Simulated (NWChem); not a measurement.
PbHOCl, singlet; SMILES [OH][Pb][Cl]

```xyz
4

Pb     0.2382     0.3349     0.0000
Cl    -0.1749    -2.1355     0.0000
O     -1.8294     0.8738     0.0000
H     -1.9199     1.8488     0.0000
```
Atoms are numbered in this order, from 1.

All runs: NWChem. Low-valent species are run as closed-shell singlets; no triplet was tried in these runs. Geometry: optimised at PBE-D3(BJ)/def2-SVP. def2 effective core potentials on Pb; no spin-orbit coupling. Total energies compare along this basis series because the functional is fixed.

```csv
level,basis functions,energy (Ha),highest occupied level (eV),orbital gap (eV),dipole (D),relative time
Hartree-Fock/def2-SVP,63,-726.6264,-10.27,10.27,6.15,1
Hartree-Fock/def2-SVPD,90,-726.6518,-10.61,10.37,6.23,2
Hartree-Fock/def2-TZVP,124,-726.8928,-10.52,10.31,6.19,4
Hartree-Fock/def2-TZVPP,137,-726.8946,-10.52,10.31,6.14,5
Hartree-Fock/def2-QZVP,239,-726.9137,-10.55,10.29,6.08,20
```

Relative times are rough (shared machine, one core).
